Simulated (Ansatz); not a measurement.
Ansatz (a first-principles code) input:
A basis named .json is the Basis Set Exchange file of that set.

Ansatz 0.2 input:
```yaml
crystal:
  periodic: [false, false, false]
  atoms:
    - {symbol: Si, position_ang: [-0.15400471, 0.00590285, -0.43326928]}
    - {symbol: Cl, position_ang: [0.45791998, 0.42107774, 1.61241274]}
    - {symbol: O, position_ang: [-0.72713437, 1.25405119, -1.13922970]}
    - {symbol: O, position_ang: [1.22109389, -0.70348438, -1.07107931]}
    - {symbol: O, position_ang: [-1.15169913, -1.32299095, -0.23355168]}
    - {symbol: H, position_ang: [1.69711180, -0.04041563, -1.57814611]}
    - {symbol: H, position_ang: [-2.06376846, -1.02115283, -0.21621518]}
basis:
  gaussian:
    orbitals: cc-pV_Q+d_Z.json
total_charge: -1
magnetization: {spin_polarized: false}
correlation: {method: ccsd_t, electrons: outside_noble_gas}
```

Task: Which total energy does the run end on?

Result: -975.77269 Eh (CCSD(T)/cc-pV(Q+d)Z). The basis has 353 functions.

It need not be the lowest isomer of its formula. Whether it binds its extra electron was not tested at this geometry.
